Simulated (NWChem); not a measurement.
System: SiH2SeCl2; SMILES Cl[SiH](Cl)[SeH]

The following NWChem deck was run.

```
start job
memory heap 200 mb stack 900 mb global 1100 mb
geometry units angstroms noautoz
  Si     0.017892     0.528978     0.499589
  Cl    -1.759204     1.354468    -0.151548
  Cl     1.615693     1.624194    -0.230568
  Se     0.021754    -1.632506    -0.235588
  H      0.075868     0.644524     1.969363
  H      1.343871    -1.902966     0.378709
end
basis spherical
  * library 6-31g*
end
dft
  xc xwpbe 1.00 cpbe96 1.0 hfexch 1.00
  cam 0.3 cam_alpha 0.0 cam_beta 1.0
  iterations 150
  vectors input atomic output neutral.movecs
end
task dft energy
charge 1
dft
  odft
  mult 2
  vectors input atomic output cation.movecs
end
task dft energy
```

Coordinates come from a B3LYP/6-31G* (spherical d) optimisation.

Ions are spin-unrestricted doublets at the neutral geometry; other ion states weren't tried. Functional: LC-ωPBE (HJS hole) with 6-31G*; the question gives the range parameter ω in 1/bohr.

### Question
Give the results of this calculation. (LC-wPBE (HJS exchange hole, range parameter 0.3 per bohr)/6-31G* (spherical d), vertical spin-unrestricted ions.) Quantities: vertical ionisation energy, ΔSCF (eV); −ε(HOMO) (eV).

### Answer
- vertical ionisation energy, ΔSCF (eV): 9.93
- −ε(HOMO) (eV): 9.83
